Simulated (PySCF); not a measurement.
**Unknown compound**

An unknown has the formula C4H3F2NO. Its calculated NMR data are:

$^{1}$H NMR (400 MHz, computed): δ 6.67 (m, 1H), 5.35 (br, 1H), 4.76 (br, 1H).

$^{13}$C{$^{1}$H} NMR (computed): δ 152.4 (C), 110.0 (CH), 87.8 (C), 81.0 (C).

Method: σ from GIAO-PBE0/pcSseg-1, GFN2-xTB geometry, in PySCF 2.14 (no solvent, equivalent nuclei averaged, relativity neglected, one conformer).

Shifts are taken against calculated references (same method and geometry level): $^{1}$H (31.72 ppm), $^{13}$C (186.93 ppm) against TMS.

Question: Deduce the structure.

Answer: 
The formula gives 3 degrees of unsaturation (no ring in the answer). 4 carbon signals for 4 carbons: no two carbons are equivalent. Carbon types of the structure: 3 × C, 1 × CH, leaving 2 H on heteroatoms. δC 152.4: amide carbonyl carbon; lone-pair donation from the attached heteroatom keeps it upfield of a ketone carbonyl. δC 110.0: propargylic sp3 CH bonded to 2 F; 2 electronegative neighbours deshield it. δC 87.8, 81.0: alkyne carbon; the triple bond shields along its axis, which puts it between sp3 and sp2 carbons. δH 6.67: hydrogen on a propargylic sp3 CH bonded to 2 F; its carbon carries F, which withdraws density. δH 5.35, 4.76: hydrogen on an amide-type nitrogen; labile proton, position sensitive to the medium.

Structure: SMILES O=C(N)C#CC(F)F.

The shifts were computed for this structure.

OH/NH shifts are gas-phase values; hydrogen bonding in solution moves them, usually downfield. The two substituents on the amide-type nitrogen aren't averaged: C–N rotation is slow on the NMR time scale. Splittings by $^{19}$F in the carbon and heteronuclear signals aren't shown, as no couplings were computed. Shifts are as computed. Against solution values, carbons near 30 ppm lie about +3 ppm off and those near 130 ppm about +5 ppm. Of 1211 compounds with measured shifts, 218 miss one by over three times the rms of a fit or turn the order of signals round; such compounds aren't used in these exercises. Hydrogen bonding in solution deshields acid and N–H amide carbonyl carbons by as much as 10 ppm beyond these values.
